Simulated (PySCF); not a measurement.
**P²⁺: ionisation energy**

P²⁺ [Ne] 3s2 3p1 (2P) → P³⁺ [Ne] 3s2 (1S), as a difference of total energies. Computed with PySCF 2.14 in x2c-QZVPPall with one added diffuse shell each of s, p, d, f type (10s7p5d3f1g, 86 functions), with the spin-free X2C one-electron Hamiltonian (Gaussian nucleus). Correlated levels: valence and next inner shell: 1s2 frozen. The calculations carry no spin-orbit coupling.

```csv
method,ionisation energy (eV),difference from reference (eV)
UHF,29.580,-0.623
MP2 (valence and next inner shell),29.927,-0.276
SCS-MP2 (valence and next inner shell),29.916,-0.287
CCSD (valence and next inner shell),30.044,-0.159
CCSD(T) (valence and next inner shell),30.070,-0.133
```

Reference: 30.203 eV (measured; NIST Atomic Spectra Database, ionization energies).

The reference lies between the lowest fine-structure levels, while these numbers refer to the centres of the terms.

Errors of the correlated levels include the incompleteness of this basis and the frozen core.
